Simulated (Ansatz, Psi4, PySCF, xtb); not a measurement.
Noncovalent pair: H2 (SMILES [H][H]) (first 2 atoms) with CH4S (SMILES CS); geometry from B3LYP-D3(BJ)/def2-TZVP, rigid monomers moved along the line of their centres of mass till H1···S4 is 4.23 Å.
(charge 0, multiplicity 1):
```xyz
8

H      0.0296    -0.3295     0.1544
H      0.3783    -0.1610    -0.4832
C      0.7452     0.8946     4.2750
S     -0.8924     0.0953     4.2586
H      0.7506     1.7689     4.9224
H      1.4381     0.1567     4.6758
H      1.0627     1.1648     3.2699
H     -1.5809     1.1373     3.7649
```

Monomers are frozen at their geometry in the pair; levels with a basis set take the counterpoise correction. Rows marked so take none.

Frozen-core correlation. CBS: X⁻³ extrapolation of the correlation energy, Hartree–Fock from the larger set. Rows in 6-31G* carry no dispersion term and start afresh at each structure (6-31G* with six Cartesian d functions).

Run with Ansatz (Gaussian basis) for Hartree–Fock, density functionals and correlated methods; Psi4 for SAPT; PySCF for 6-31G* rows; xtb for the GFN methods. 

```csv
level,interaction energy (meV)
GFN2-xTB,-8.8
B3LYP/6-31G* (no counterpoise),-3.5
wB97X-V/def2-TZVPPD,-11.7
wB97M-V/def2-TZVPPD,-11.4
MP2/aug-cc-pV(D+d)Z,-10.7
"MP2/CBS(aug-cc-pV(D+d)Z, aug-cc-pV(T+d)Z)",-11.9
CCSD(T)/aug-cc-pV(T+d)Z,-11.6
"CCSD(T)/CBS(aug-cc-pV(D+d)Z, aug-cc-pV(T+d)Z)",-12.0
SAPT0/jun-cc-pV(D+d)Z,…
```

Question: Some entries are withheld; supply them.

Answer: 
- SAPT0/jun-cc-pV(D+d)Z, interaction energy (meV): -8.2

Ansatz is a quantum-chemistry and plane-wave program.
